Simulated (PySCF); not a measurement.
PbI2: from a saddle point downhill

PySCF 2.14.0, RKS PBE, Pb def2-SVP with ECP60, I def2-SVP with ECP28; non-relativistic Hamiltonian with scalar-relativistic core potentials where named; density fitting; no spin-orbit coupling. Relaxed within the symmetry of its start, the geometry (D∞h) is

```xyz
3

Pb    0.0000    0.0000    0.0000
I     0.0000    0.0000    2.9597
I     0.0000    0.0000   -2.9597
```

and its lowest harmonic modes are -52, -52, 121, 148 cm⁻¹ (negative: unstable). It was moved along the lowest mode and relaxed again, within the group C2v that the move left.

Problem. Where does it end, and how much lower?

Solution. In C2v, 0.791 eV lower, after 8 steps:
```xyz
3

Pb    0.7357    0.8623    0.0000
I    -0.4197   -0.4919    2.2344
I    -0.4197   -0.4919   -2.2344
```

Problem. How do the contacts change?

Solution. 
```
   contact  saddle (Å)  end (Å)
Pb1–I2 (I)       2.960    2.857
Pb1–I3 (I)       2.960    2.857
```


Problem. Is the end a minimum?

Solution. Yes, as far as the noise of the softest modes lets one tell (those above −25 cm⁻¹ count as noise); lowest modes 38, 160, 160 cm⁻¹.

State: singlet.
